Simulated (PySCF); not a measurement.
C2H4ClNOSi, SMILES C1[Si@](O)(Cl)C=N1. The structure is a stationary point at PBE-D3(BJ)/def2-SVP. The structure was generated by enumeration; whether it is a known compound was not checked. Other conformers were not sampled.

**Question.** Give the equilibrium geometry at PBE-D3(BJ)/def2-SVP (PySCF confirms it by a frequency run) as bond lengths and angles. (The exact figures need the calculation; the answer reports its results.)

**Answer.** One answer among several that fit: 
Atoms: O1 Si2 Cl3 C4 N5 C6 H7 H8 H9 H10. Bonded distances (Å): O1–Si2 1.670, O1–H7 0.974, Si2–Cl3 2.097, Si2–C4 1.893, Si2–C6 1.903, C4–N5 1.297, C4–H8 1.107, N5–C6 1.496, C6–H9 1.109, C6–H10 1.110. Angles (°): Si2–O1–H7 116.4, O1–Si2–Cl3 108.7, O1–Si2–C4 121.7, O1–Si2–C6 116.3, Cl3–Si2–C4 115.5, Cl3–Si2–C6 119.0, C4–Si2–C6 72.1, Si2–C4–N5 94.1, Si2–C4–H8 144.4, N5–C4–H8 121.4, C4–N5–C6 106.1, Si2–C6–N5 87.6, Si2–C6–H9 119.5, Si2–C6–H10 117.6, N5–C6–H9 111.4, N5–C6–H10 111.1, H9–C6–H10 108.0.
